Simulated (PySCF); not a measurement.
## Shifts of the heteroatoms

Geometry:
```
atom   x (Å)   y (Å)   z (Å)
  C1  -3.749  -0.695   0.489
  C2  -2.653  -0.049  -0.197
  C3  -1.725   0.515  -0.719
  P4  -0.419   1.240  -1.652
  C5   0.979   0.604  -0.651
  C6   1.109  -0.758  -0.391
  C7   2.204  -1.204   0.328
  C8   3.141  -0.269   0.745
  N9   3.037   1.023   0.487
 C10   1.989   1.446  -0.190
 H11  -4.586  -0.003   0.582
 H12  -4.076  -1.570  -0.074
 H13  -3.438  -1.007   1.486
 H14  -0.466   2.484  -1.002
 H15   0.353  -1.448  -0.741
 H16   2.330  -2.251   0.556
 H17   4.017  -0.564   1.308
 H18   1.947   2.513  -0.375
```

PySCF calculation with GFN2-xTB geometry and shielding tensors at PBE0/pcSseg-1 (GIAO); fast rotation and ring inversion assumed for equivalent nuclei, gas phase, non-relativistic Hamiltonian, single conformer.

Question: Where does 31P resonate?

Answer: 
```
atoms                  environment  σ (ppm)  δ (ppm)
   P4  phosphorus bonded to 2 C, H    432.9    -88.5
```

Shieldings were converted by a linear fit to measured shifts: 31P: δ = 270.09 − 0.828σ (rms 18.1 ppm, 64 shifts vs H3PO4, solution or neat liquid). A few per cent of atoms miss by over 2 rms, more outside the fitted compound classes.

On a 400 MHz spectrometer 31P resonates near 161.9 MHz, so 1 ppm is 161.9 Hz.

Question: What are the 15N shifts?

Answer: 
```json
{"atoms": "N9", "environment": "pyridine-type ring nitrogen", "σ (ppm)": "-91.7", "δ (ppm)": "-63.5"}
```

Shieldings were converted by a linear fit to measured shifts: 15N (scatter 6.3 ppm rms vs CH3NO2, solution or neat liquid). A few per cent of atoms miss by over 2 rms, more outside the fitted compound classes.

On a 500 MHz spectrometer 15N resonates near 50.7 MHz, so 1 ppm is 50.7 Hz.
